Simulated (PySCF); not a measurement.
# Exercise with solution: oscillator strength and radiative lifetime

F₄S, SMILES FS(F)(F)F.

Coordinates come from a PBE0-D3(BJ)/def2-SVP optimisation.

TDA-PBE/def2-SVPD (PySCF) puts the first singlet state with f over 0.02 at 6.02 eV (vertical), with the transition dipole (-0.497, 0.000, 0.000) in atomic units.

Q: Find the oscillator strength, the wavelength and the radiative lifetime that this transition would have in vacuum if emission retraced absorption.

A: 
|μ|² = 0.2470 au, so |μ| = 1.26 D. ΔE = 6.02/27.211 = 0.2212 hartree. f = (2/3) ΔE |μ|² = 0.036 (the program prints 0.036).
λ = 1239.84/6.02 = 206 nm; ν = 48555 cm⁻¹.
Einstein's coefficient A = 0.6670 ν² f s⁻¹ (ν in cm⁻¹) = 5.7e7 s⁻¹, so τ = 1/A = 17 ns. This state is S1. The figure is the radiative limit of this one transition; relaxation, internal conversion, crossing to triplets and a medium change what is measured.
